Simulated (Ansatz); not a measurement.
Harmonic frequencies (cm⁻¹) at PBE0-D4/def2-TZVP from Ansatz: 25, 86, 123, 167, 405, 434, 484, 504, 602, 686, 741, 766, 934, 947, 954, 992, 1005, 1383, 2013, 2212, 2219, 2231, 3065, 3131.

Each molecule was computed in one conformer, which needn't be the lowest.

**Question.** Which molecule is it?
A. `[SiH3][CH2][GaH][Cl]`
B. `B[CH](Cl)[GaH][OH]`
C. `C[SiH2][GaH][Cl]`
D. `BC[SiH2]F`

**Answer.** A.
